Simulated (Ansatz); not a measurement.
Co5O4⁺, relaxed as a triplet with UKS PBE-D4/def2-SVP in Ansatz, starting from the PBE-D4/def2-SVP geometry of the charge +1 singlet. Force threshold 0.03 eV/Å.

The charge 1 triplet is spin-contaminated (final ⟨S²⟩ up to 5.92, 2.00 for a pure state). The relaxation made no stability test and no search for a lower SCF solution. The structure comes from a short search, and lower isomers may exist.

Start:

```
atom   x (Å)   y (Å)   z (Å)
 Co1   1.027   0.276   1.398
 Co2  -1.439  -0.060   1.010
 Co3   0.206  -1.342  -0.138
 Co4   1.361   0.569  -0.960
 Co5  -1.107   0.237  -1.344
  O6   0.092   1.353  -1.747
  O7  -1.610  -1.199  -0.377
  O8  -0.435   0.886   1.979
  O9   1.905  -0.719   0.178
```

(1) Estimate the energy that the relaxation releases and the steps that it takes.

(2) Does the start keep its bonding?

(3) Predict the relaxed structure.

## Answers

(1) 6.3 kcal/mol, in 7 steps; 87 s on 4 threads of Arm Neoverse V2 on a shared host. The force fell under the threshold at step 5, but the optimiser went on. No frequencies were taken in this run, so the end may be a saddle point.

(2) By distances, no bond broke or formed. The bond that changes most is Co1–O9, from 1.80 to 1.86 Å (atoms count from 1).

(3) 
Cartesian coordinates in Å:
```
Co 0.986 0.316 1.422
Co -1.360 -0.049 1.027
Co 0.214 -1.415 -0.205
Co 1.396 0.568 -1.002
Co -1.142 0.247 -1.374
O 0.100 1.378 -1.810
O -1.602 -1.223 -0.383
O -0.482 0.929 2.134
O 1.889 -0.750 0.191
```
Bond lengths (bridged metal pairs left out): 10 × Co–O 1.72 to 1.86 Å.
